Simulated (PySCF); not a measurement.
## Dipole polarisabilities along group 10, charge +1

Calculated with PySCF 2.14 for the ground configurations, without spin-orbit coupling: coupled response for Hartree-Fock and DFT. Mean α in bohr³, C₆ of like pairs in atomic units.

| species | α UHF | α PBE0 | C₆ UHF | C₆ PBE0 |
| --- | --- | --- | --- | --- |
| Ni⁺ [Ar] 3d9 (aug-cc-pVDZ-DK, spin-free X2C) | 5.654 | 7.662 | 17.99 | 24.39 |
| Pd⁺ [Kr] 4d9 (aug-cc-pVDZ-PP with ECP28MDF, ECP) | 9.069 | 10.33 | 51.79 | 59.31 |
| Pt⁺ [Xe] 4f14 5d9 (aug-cc-pVDZ-PP with ECP60MDF, ECP) | 13.38 | 14.56 | 94.13 | 103.9 |

The values depend on the diffuse functions of the basis.
